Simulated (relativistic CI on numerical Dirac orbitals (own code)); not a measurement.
# Level scheme of Tm61+

Calculated at this level of theory: Dirac-Coulomb-Breit CI, KLI orbitals optimised for each configuration, model QED, unscaled Slater integrals (own radial code, finite nucleus).

CI space (outside the closed core 1s2): 2s2 2p4, 2s 2p5, 2p6, 2p5 3s, 2p5 3p, 2s2 2p3 3s, 2p5 3d, 2s2 2p3 3p, 2s2 2p3 3d, 2s 2p4 3s, 2s 2p4 3p, 2s 2p4 3d, 2s2 2p3 4s, 2s2 2p3 4p, 2s2 2p3 4d, 2s2 2p3 4f, 2s2 2p2 3s2, 2s 2p4 4s, 2s 2p4 4p, 2s2 2p2 3s 3p, 2s 2p4 4d, 2s 2p4 4f, 2s2 2p3 5s, 2s2 2p2 3s 3d, 2s2 2p3 5p, 2s2 2p2 3p2, 2s2 2p3 5d, 2s2 2p3 5f, 2s2 2p3 5g, 2s2 2p2 3p 3d, 2s 2p3 3s2, 2s2 2p2 3d2, 2s 2p3 3s 3p, 2s 2p3 3s 3d, 2s 2p3 3p2, 2s 2p4 5s. Levels of other configurations are missing.

```tsv
No.	Configuration	Term	J	E (Ry)	%	Next component (%)	Landé g
41	2s2 2p3 3p	3P	2	652.842	34	25 3D	1.408
42	2s2 2p3 3p	3P	0	652.875	100		
43	2s2 2p3 3p	5P	3	652.963	53	21 3F	1.373
44	2s2 2p3 3p	1P	1	653.371	33	16 2s 2p4 3s 1P	0.961
45	2s 2p4 3s	3S	1	653.526	58	20 5P	1.942
46	2s2 2p3 3p	3F	4	654.500	100		1.225
47	2s2 2p3 3p	3D	3	654.570	71	24 1F	1.223
48	2s2 2p3 3p	3P	1	654.599	28	16 3D	1.119
49	2s 2p4 3p	5P°	2	654.952	30	25 3P°	1.588
50	2s 2p4 3s	3P	2	655.016	46	16 1D	1.351
51	2s 2p4 3p	3D°	3	655.057	40	24 5D°	1.319
52	2s 2p4 3s	1S	0	656.311	64	36 3P	
53	2s2 2p3 3p	3P	1	657.313	58	16 1P	1.336
54	2s2 2p3 3p	1D	2	657.708	46	29 3P	1.159
55	2s2 2p3 3p	3D	2	659.019	38	38 1D	1.141
56	2s2 2p3 3p	3P	1	659.188	47	26 3S	1.523
57	2s2 2p3 3d	5D°	1	661.296	44	33 3D°	1.082
58	2s2 2p3 3d	5D°	2	661.449	36	36 3F°	1.072
59	2s2 2p3 3d	5D°	0	661.546	54	24 1S°	
60	2s2 2p3 3d	3G°	3	661.980	40	25 3D°	1.073
61	2s 2p4 3p	3P°	1	662.053	27	19 3D°	1.280
62	2s 2p4 3p	3P°	1	662.062	48	23 1P°	1.312
63	2s 2p4 3p	3P°	0	662.172	75	21 5D°	
64	2s 2p4 3p	3D°	2	662.243	25	22 3F°	1.046
65	2s2 2p3 3d	3G°	4	663.052	51	37 1G°	1.029
66	2s2 2p3 3d	3F°	3	664.201	39	33 3D°	1.138
67	2s2 2p3 3d	3P°	2	664.478	30	28 3D°	1.187
68	2s2 2p3 3d	3P°	1	664.986	36	28 3S°	1.382
69	2s2 2p3 3d	5D°	4	666.385	54	21 3G°	1.286
70	2s2 2p3 3d	3F°	2	666.486	66	18 1D°	0.805
71	2s2 2p3 3d	3D°	3	666.577	51	27 5D°	1.300
72	2s2 2p3 3d	3D°	1	667.843	48	23 3P°	0.957
73	2s2 2p3 3d	3F°	4	668.151	75	24 1G°	1.169
74	2s2 2p3 3d	3G°	5	668.277	100		1.178
75	2s2 2p3 3d	3D°	1	668.403	43	30 1P°	0.920
76	2s2 2p3 3d	1S°	0	668.982	53	46 3P°	
77	2s2 2p3 3d	3D°	2	669.291	68	12 3P°	1.195
78	2s2 2p3 3d	1P°	1	670.471	39	36 3S°	1.282
79	2s2 2p3 3d	1F°	3	670.637	52	37 3D°	1.105
80	2s2 2p3 3d	1D°	2	670.835	52	35 3P°	1.124
81	2s2 2p3 3d	3P°	2	672.463	46	36 3D°	1.277
82	2s2 2p3 3d	3F°	3	672.728	43	34 1F°	1.091
83	2s 2p4 3p	5D°	4	676.094	70	29 3F°	1.401
84	2s 2p4 3p	3D°	3	676.252	49	38 5P°	1.410
85	2s 2p4 3p	3S°	1	677.002	38	34 3P°	1.592
```

Energies count from the lowest computed level; ° marks odd parity.

The mean weight of the leading LS term, summed over parents, in these 45 levels is 51 %, and that of the leading jj configuration (from the same eigenvectors) 92 %, so jj coupling describes them better and the LS labels are nominal.

At this charge energies of transitions that change n are usually good to better than 1 %, and those within a shell (Δn = 0) to a few per cent.

LS names give the leading component of a level, which can be under half, so a name can repeat, a term be missing and a line seem to break the LS rules.
